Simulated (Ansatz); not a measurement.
`F[Si](F)(F)[Sn]([F])([F])[F]`. Total charge 0; spin multiplicity 1. Sn takes the def2 core potential. Geometry: relaxed with PBE0-D4/def2-TZVP. It is one conformer, not always the lowest.

```xyz
8

F    -0.883   -1.357   -1.773
Si   -0.530    0.083   -1.265
F    -1.827    0.961   -1.227
F     0.521    0.737   -2.225
Sn    0.458   -0.071    1.095
F     2.035   -1.116    1.195
F     0.940    1.605    1.833
F    -0.715   -0.841    2.367
```

Problem. What is the dipole moment at ωB97M-V/def2-TZVPP? (Estimate.)

Solution. Computed: 3.16 D, with components (-1.22, 0.19, -2.91) D in this frame, pointing from negative to positive charge.

Problem. And with PBE, r2SCAN, B3LYP? (An estimate is asked.)

Solution. The calculation gave: PBE 3.05 D, r2SCAN 3.15 D, B3LYP 3.13 D.

Problem. Give the Mulliken charges with ωB97M-V, r2SCAN, B3LYP in def2-TZVPP. (An estimate is asked.)

Solution. Computed: 
```json
{"atom": "F1", "ωB97M-V": "-0.24", "r2SCAN": "-0.25", "B3LYP": "-0.25"}
{"atom": "Si2", "ωB97M-V": "0.81", "r2SCAN": "0.81", "B3LYP": "0.81"}
{"atom": "F3", "ωB97M-V": "-0.24", "r2SCAN": "-0.25", "B3LYP": "-0.25"}
{"atom": "F4", "ωB97M-V": "-0.24", "r2SCAN": "-0.25", "B3LYP": "-0.25"}
{"atom": "Sn5", "ωB97M-V": "1.26", "r2SCAN": "1.28", "B3LYP": "1.30"}
{"atom": "F6", "ωB97M-V": "-0.45", "r2SCAN": "-0.45", "B3LYP": "-0.45"}
{"atom": "F7", "ωB97M-V": "-0.45", "r2SCAN": "-0.45", "B3LYP": "-0.45"}
{"atom": "F8", "ωB97M-V": "-0.45", "r2SCAN": "-0.45", "B3LYP": "-0.45"}
```

B3LYP here is the variant with VWN-RPA as its local correlation; programs differ in this.
